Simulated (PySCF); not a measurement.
A structure optimised at TPSSh-D3(BJ)/def2-SVP, used in a PySCF frequency run:

```xyz
3

Zn     0.0000     0.0000     0.0000
Br     0.0000     0.0000    -2.2331
Br     0.0000     0.0000     2.2331
```
Charge 0, spin multiplicity 1.

Write its SMILES, formula and point group.

[Br][Zn][Br], Br2Zn, D∞h

What are its rotational constants (standard atomic weights)?

0.63416 GHz (linear rotor, B only)
